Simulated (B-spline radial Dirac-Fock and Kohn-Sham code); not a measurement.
# Nb 3p1/2: cross section and angular parameters

System: the Nb atom in the configuration [Kr] 4d4 5s1; threshold 376.1 eV (tabulated edge). Level of theory: Dirac-Hartree-Slater photoionisation with a Latter tail; cross sections with all multipoles, angular parameters from the dipole term and its interference with E2; a radial B-spline solver.

Input file task.json (cfg lists n, l and occupation; rrms is the nuclear radius in fm):

```json
{"items": [{
  "Z": 41,
  "q": 0,
  "cfg": [[1, 0, 2], [2, 0, 2], [2, 1, 6], [3, 0, 2], [3, 1, 6], [3, 2, 10], [4, 0, 2], [4, 1, 6], [4, 2, 4], [5, 0, 1]],
  "A": 93,
  "rrms": 4.324,
  "do": "xps",
  "hv": [50.6, 60, 100, 111.0, 141.0, 150, 200, 238.0, 245.0, 269.0, 294.0, 303.0, 364.0, 1440.0, 2000, 2050.0, 2750.0, 3370.0, 3450.0, 3600.0, 4170.0, 4950.0, 5414.7, 5700.0, 5890.0, 6000, 6640.0, 7420.0, 9030.0, 12000],
  "edges": {"K": 18986.0, "L1": 2698.0, "L2": 2465.0, "L3": 2371.0, "M1": 466.6, "M2": 376.1, "M3": 360.6, "M4": 205.0, "M5": 202.3}
}]}
```

Run with: `python xray2_run.py task.json out`

For linearly polarised light dσ/dΩ = σ/(4π) [1 + β P₂(cos θ) + (δ + γ cos²θ) sin θ cos φ], with θ from the polarisation vector and φ the angle between the beam and the projection of the electron momentum on the plane normal to the polarisation.

```csv
hν (eV),σ (kb),β,γ,δ
1440,41.2,1.612,0.007,0.002
2000,21.3,1.592,0.143,0.006
2050,20.2,1.589,0.157,0.006
2750,10.4,1.541,0.350,0.013
3370,6.42,1.496,0.509,0.020
3450,6.06,1.490,0.528,0.021
3600,5.46,1.479,0.564,0.022
4170,3.77,1.439,0.691,0.030
4950,2.41,1.388,0.845,0.040
5414.7,1.90,1.359,0.927,0.047
5700,1.65,1.342,0.974,0.051
5890,1.51,1.330,1.004,0.053
6000,1.44,1.324,1.021,0.055
6640,1.08,1.288,1.115,0.064
7420,0.794,1.248,1.218,0.076
9030,?,?,?,?
12000,0.193,1.056,1.649,0.144
```

**Question.** Give the values at 9030 eV.

**Answer.** σ = 0.451 kb, β = 1.172, γ = 1.398, δ = 0.100.

Values without a named source are computed, but for edge energies of neutral atoms, which are taken from tables.
